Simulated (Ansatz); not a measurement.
B(Cl)2(OSiH3) (BCl₂H₃OSi), SMILES [SiH3]OB(Cl)Cl.

Coordinates come from a B3LYP-D3(BJ)/def2-SVP optimisation. The structure was generated by enumeration, and PubChem lists no compound with its InChIKey, so it may never have been made. Other conformers were not sampled.

Two levels are set side by side: PBE/def2-SVPD (Ansatz, a first-principles code) and PBE0/def2-SVPD (Ansatz). Energy differences of separate SCF runs at the same geometry; the states with an electron removed or added have multiplicity 2 and 2. Differences are taken from unrounded values.

```json
[
 {"quantity": "vertical ionisation energy (eV)", "PBE0": "11.20", "PBE": "10.56", "PBE minus PBE0": "-0.64"},
 {"quantity": "vertical singlet–triplet gap (eV)", "PBE0": "6.57", "PBE": "6.06", "PBE minus PBE0": "-0.52"}
]
```
